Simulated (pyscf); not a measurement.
Single points on ωB97X-D3(BJ)/def2-SVP structures (PySCF, gas phase). Correlated levels are frozen-core, on RHF or UHF. ΔMP2 is the change of the MP2 total energy from the triple- to the quadruple-zeta basis.

### Question
For the elementary gas-phase step B–NH₂ [singlet] -> HB=NH (singlet surface; H–N broken, B–H formed), what barrier and reaction energy does CCSD(T)/def2-TZVPP + ΔMP2(QZVPP) give, measured from the reactant's lowest minimum found?

### Answer
ΔE‡ = 1.38 eV, ΔE = -1.66 eV. Zero-point energy shifts the barrier by -0.13 eV. It is a hydrogen shift, with an imaginary mode of 1468i cm⁻¹. One saddle was located; it need not be the lowest between these sides. The CCSD(T) − MP2 part came from Ansatz, without density fitting, on the same reference.
